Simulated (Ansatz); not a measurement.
`[F][Ge][SH]` + H₂O → `[OH][Ge][F]` + H₂S at 700 K and 1 bar (formal hydrolysis of a Ge–S bond).

Computed with Ansatz on PBE0-D4/def2-TZVP structures; ΔE is electronic, products minus reactants. CCSD(T)/CBS adds triple-zeta CCSD(T) − MP2 to the extrapolated MP2 energy (def2 sets, frozen cores). This one scheme is used for every species. For Ge outer-core shells are correlated without core-valence functions, which leaves a few kJ/mol of doubt a bond. Scalar relativity is left out up to krypton. One conformer a species, not always the lowest.

```csv
species,CCSD(T)/CBS energy (Eh),H − E (kJ/mol),S (J/(mol·K))
`[F][Ge][SH]`,-2574.33845,71.2,353.4
H₂O,-76.37941,80.5,218.4
`[OH][Ge][F]`,-2251.74560,79.1,334.9
H₂S,-398.97279,64.8,236.9
```

H − E and S are ideal-gas, rigid-rotor, harmonic terms from PBE0-D4/def2-TZVP, for one conformer and one mirror image of each species. 1 Eh = 2625.50 kJ/mol, R = 8.31446 J/(mol·K).

Problem. By hand: ΔE, ΔH, ΔS and ΔG.

Solution. ΔE = (-2251.74560) + (-398.97279) − (-2574.33845) − (-76.37941) = -0.00053 Eh = -1.4 kJ/mol. Δ(H − E) = 79.1 + 64.8 − 71.2 − 80.5 = -7.8, so ΔH = -9.2 kJ/mol. ΔS = 334.9 + 236.9 − 353.4 − 218.4 = 0.0 J/(mol·K). ΔG = -9.2 − 700 × (0.0)/1000 = -9.2 kJ/mol.

Problem. By hand: the equilibrium constant, and the temperature at which ΔG would vanish if ΔH and ΔS stayed fixed.

Solution. log₁₀ K = −ΔG/(RT ln 10) = 0.7. With ΔH or ΔS at zero there is no such temperature.

The number of gas molecules stays the same, so ΔS is small and ΔH decides. A doubt of 5 kJ/mol in ΔE shifts log₁₀ K by 0.4 here. Other conformers and mirror images would add mixing entropy, several J/(mol·K) or more a flexible species. These are equilibria of isolated gas molecules and say nothing of rates. Largest T1 diagnostic: 0.015 (customary marks: 0.02 for closed shells, 0.045 for open ones).

ΔS is within the doubt of such terms, so its sign, and with it that verdict, could turn.
